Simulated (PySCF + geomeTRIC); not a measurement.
Species: [W(OH)6] (charge 0, multiplicity 1).

Question: Give a relaxed geometry from PySCF + geomeTRIC with BP86-D3(BJ)/def2-SVP.

Answer: One answer among several that fit: the end point of this relaxation, one of several conformers.
Cartesian coordinates (Å) in one orientation:
```xyz
13

W      0.632    -0.110     0.290
O      0.134    -0.957    -1.413
H     -0.219    -0.312    -2.058
O      0.749    -1.952     0.809
H      0.270    -2.603     0.259
O     -0.169     1.482    -0.429
H     -1.073     1.673    -0.105
O      1.710     0.496     1.747
H      2.666     0.610     1.569
O      2.355     0.235    -0.590
H      2.382    -0.083    -1.514
O     -0.973     0.015     1.404
H     -1.070    -0.670     2.094
```
